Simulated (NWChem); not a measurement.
System: LiOH cation, doublet; SMILES of the neutral closed-shell parent [Li][OH]

Input file for NWChem:

```
start job
memory heap 200 mb stack 900 mb global 1100 mb
charge 1
geometry units angstroms
  Li    -0.878441    -0.886055    -0.761150
  O      0.212807     0.362097     0.197004
  H      0.986695     0.419273     0.805683
end
basis spherical
  Li library def2-tzvp
  O library def2-tzvp
  H library def2-tzvp
end
dft
  odft
  mult 2
  xc becke88 perdew86
  iterations 150
end
driver
  maxiter 120
end
task dft optimize
task dft freq
```

Parts of the log:

```
             Northwest Computational Chemistry Package (NWChem) 7.3.0
             --------------------------------------------------------

 CS  symmetry detected

                             Geometry "geometry" -> ""
                             -------------------------

 Output coordinates in angstroms (scale by  1.889725989 to convert to a.u.)

  No.       Tag          Charge          X              Y              Z
 ---- ---------------- ---------- -------------- -------------- --------------
    1 Li                   3.0000     0.01135584     1.50218685     0.00000000
    2 O                    8.0000    -0.06682617    -0.41109627     0.00000000
    3 H                    1.0000     0.50054182    -1.21779040     0.00000000

 Effective nuclear repulsion energy (a.u.)      11.4993415693

      Symmetry information
      --------------------

 Group name             Cs
 Group number              2
 Group order               2
 No. of unique centers     3

                                Z-matrix (autoz)
                                --------

 Units are Angstrom for bonds and degrees for angles

      Type          Name      I     J     K     L     M      Value
      ----------- --------  ----- ----- ----- ----- ----- ----------
    1 Stretch                  1     2                       1.91488
    2 Stretch                  2     3                       0.98624
    3 Bend                     1     2     3               142.54037

  perdew86 is a nonlocal functional; adding perdew81 local functional.

                           NWChem Geometry Optimization
                           ----------------------------

 maximum gradient threshold         (gmax) =   0.000450
 rms gradient threshold             (grms) =   0.000300
 maximum cartesian step threshold   (xmax) =   0.001800
 rms cartesian step threshold       (xrms) =   0.001200
 fixed trust radius                (trust) =   0.300000
 source of zmatrix                         =   autoz

          -------------------
          Energy Minimization
          -------------------

 Using diagonal initial Hessian
 Scaling for Hessian diagonals: bonds = 1.00  angles = 0.25  torsions = 0.10

          --------
          Step   0

                                 NWChem DFT Module
                                 -----------------

 Summary of "ao basis" -> "ao basis" (spherical)
 ------------------------------------------------------------------------------
       Tag                 Description            Shells   Functions and Types
 ---------------- ------------------------------  ------  ---------------------
 Li                        def2-tzvp                 8       14   5s3p
 O                         def2-tzvp                11       31   5s3p2d1f
 H                         def2-tzvp                 4        6   3s1p

      Symmetry analysis of basis
      --------------------------

        a'         37
        a"         14

            General Information
            -------------------
          SCF calculation type: DFT
          Wavefunction type:  spin polarized.
          No. of atoms     :     3
          No. of electrons :    11
           Alpha electrons :     6
            Beta electrons :     5
          Charge           :     1
          Spin multiplicity:     2
          Use of symmetry is: on ; symmetry adaption is: on
          Maximum number of iterations: 150
          AO basis - number of functions:    51
                     number of shells:    23
          Convergence on energy requested:  1.00D-06
          Convergence on density requested:  1.00D-05
          Convergence on gradient requested:  5.00D-04

              XC Information
              --------------
                    Becke 1988 Exchange Functional  1.000
                Perdew 1981 Correlation Functional  1.000 local
                Perdew 1986 Correlation Functional  1.000 non-local

             Grid Information
             ----------------
          Grid used for XC integration:  medium
          Radial quadrature: Mura-Knowles
          Angular quadrature: Lebedev.
          Tag              B.-S. Rad. Rad. Pts. Rad. Cut. Ang. Pts.
          ---              ---------- --------- --------- ---------
          Li                  1.45       49          10.0       434
          O                   0.60       49           8.0       434
          H                   0.35       45          11.0       434
          Grid pruning is: on
          Number of quadrature shells:   143
          Spatial weights used:  Erf1

      Superposition of Atomic Density Guess
      -------------------------------------

 Sum of atomic energies:         -82.71676804

 Renormalizing density from      12.00 to     11

      Non-variational initial energy
      ------------------------------

 Total energy =     -77.908854
 1-e energy   =    -124.459427
 2-e energy   =      35.051231
 HOMO         =      -1.063950
 LUMO         =      -0.291223

   Symmetry analysis of molecular orbitals - initial alpha
   -------------------------------------------------------

  Numbering of irreducible representations:

     1 a'          2 a"

  Orbital symmetries:

     1 a'          2 a'          3 a'          4 a'          5 a'
     6 a"          7 a'          8 a'          9 a'         10 a"
    11 a'         12 a'         13 a'         14 a"         15 a'
    16 a'

   Symmetry analysis of molecular orbitals - initial beta
   ------------------------------------------------------

[...]

      ----------------------
      Optimization converged
      ----------------------

  Step       Energy      Delta E   Gmax     Grms     Xrms     Xmax
  ---- ---------------- -------- -------- -------- -------- --------
@    7     -83.07631333  1.0D-08  0.00001  0.00000  0.00011  0.00024
                                     ok       ok       ok       ok

                                Z-matrix (autoz)
                                --------

 Units are Angstrom for bonds and degrees for angles

      Type          Name      I     J     K     L     M      Value     Gradient
      ----------- --------  ----- ----- ----- ----- ----- ---------- ----------
    1 Stretch                  1     2                       1.92283    0.00000
    2 Stretch                  2     3                       0.98854   -0.00001
    3 Bend                     1     2     3               149.95750   -0.00000

                         Geometry "geometry" -> "geometry"
                         ---------------------------------

 Output coordinates in angstroms (scale by  1.889725989 to convert to a.u.)

  No.       Tag          Charge          X              Y              Z
 ---- ---------------- ---------- -------------- -------------- --------------
    1 Li                   3.0000    -0.01016193     1.52556563     0.00000000
    2 O                    8.0000    -0.01807352    -0.39725068     0.00000000
    3 H                    1.0000     0.47330694    -1.25501477     0.00000000

 Effective nuclear repulsion energy (a.u.)      11.4499568292

      Symmetry information
      --------------------

 Group name             Cs
 Group number              2
 Group order               2
 No. of unique centers     3

                Final and change from initial internal coordinates
                --------------------------------------------------

                                Z-matrix (autoz)
                                --------

 Units are Angstrom for bonds and degrees for angles

      Type          Name      I     J     K     L     M      Value       Change
      ----------- --------  ----- ----- ----- ----- ----- ---------- ----------
    1 Stretch                  1     2                       1.92283    0.00795
    2 Stretch                  2     3                       0.98854    0.00231
    3 Bend                     1     2     3               149.95750    7.41713

[...]

 Rotational Constants
 --------------------
 A=  79.314982 cm-1  (114.114016 K)
 B=   0.840255 cm-1  (  1.208912 K)
 C=   0.831446 cm-1  (  1.196239 K)

 Temperature                      =   298.15K
 frequency scaling parameter      =   1.0000

 Zero-Point correction to Energy  =    5.999 kcal/mol  (  0.009560 au)
 Thermal correction to Energy     =    8.303 kcal/mol  (  0.013232 au)
 Thermal correction to Enthalpy   =    8.895 kcal/mol  (  0.014175 au)

 Total Entropy                    =   54.492 cal/mol-K
   - Translational                =   35.451 cal/mol-K (mol. weight =  24.0187)
   - Rotational                   =   16.021 cal/mol-K (symmetry #  =        1)
   - Vibrational                  =    3.020 cal/mol-K

 Cv (constant volume heat capacity) =    9.174 cal/mol-K
   - Translational                  =    2.979 cal/mol-K
   - Rotational                     =    2.979 cal/mol-K
   - Vibrational                    =    3.215 cal/mol-K

[normal modes left out]

 ----------------------------------------------------------------------------
 Normal Eigenvalue ||           Projected Infra Red Intensities
  Mode   [cm**-1]  || [atomic units] [(debye/angs)**2] [(KM/mol)] [arbitrary]
 ------ ---------- || -------------- ----------------- ---------- -----------
    1       -0.000 ||    0.006999           0.161         6.823       0.702
    2       -0.000 ||    0.039369           0.908        38.379       3.948
    3        0.000 ||    0.118126           2.725       115.155      11.845
    4        0.000 ||    0.006747           0.156         6.577       0.677
    5        0.000 ||    0.173504           4.003       169.140      17.397
    6        0.000 ||    0.075672           1.746        73.769       7.588
    7      190.607 ||    0.234676           5.414       228.774      23.531
    8      448.694 ||    0.102174           2.357        99.604      10.245
    9     3559.114 ||    0.140302           3.237       136.773      14.068
 ----------------------------------------------------------------------------
```

Level: BP86/def2-TZVP, spin-unrestricted. This spin state was assumed; another may lie lower. No stability test was run on the SCF state.
